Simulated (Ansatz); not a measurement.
[Cu(NH3)3]+ (CuN3H9⁺). Charge 1, multiplicity 3. Geometry PBE-D4/def2-SVP, that of the charge +1 singlet; atoms count from 1.

| atom | x (Å) | y (Å) | z (Å) |
| --- | --- | --- | --- |
| Cu1 | -0.006 | 0.000 | -0.002 |
| N2 | 1.507 | -1.360 | 0.171 |
| H3 | 1.217 | -2.284 | 0.525 |
| H4 | 2.254 | -1.049 | 0.811 |
| H5 | 1.983 | -1.551 | -0.724 |
| N6 | 0.388 | 1.856 | -0.753 |
| H7 | 0.203 | 2.610 | -0.074 |
| H8 | -0.189 | 2.089 | -1.576 |
| H9 | 1.362 | 2.001 | -1.057 |
| N10 | -1.896 | -0.497 | 0.579 |
| H11 | -2.600 | 0.241 | 0.431 |
| H12 | -1.958 | -0.732 | 1.582 |
| H13 | -2.264 | -1.325 | 0.086 |

At PBE0-D4/def2-TZVP a singlet of charge 1 lies 4.35 eV below the triplet at the same geometry.

**Question.** Estimate the Mulliken populations from the PBE0/def2-TZVP orbitals of Ansatz.

**Answer.** 
```tsv
atom	charge (e)	spin (α − β)	d electrons
Cu1	-0.07	1.72	9.21
N2	-0.42	0.02	–
H3	0.27	0.04	–
H4	0.27	0.04	–
H5	0.27	0.04	–
N6	-0.45	-0.04	–
H7	0.27	0.05	–
H8	0.27	0.05	–
H9	0.27	0.04	–
N10	-0.49	-0.09	–
H11	0.27	0.05	–
H12	0.27	0.04	–
H13	0.27	0.04	–
```
Mulliken values and Mayer orders depend strongly on the basis.

**Question.** Where does the spin sit?

**Answer.** Summed by element: Cu 1.72, N -0.11, H 0.39, of 2 unpaired in all. Largest on single atoms: Cu1 1.72, N10 -0.09, H11 0.05.
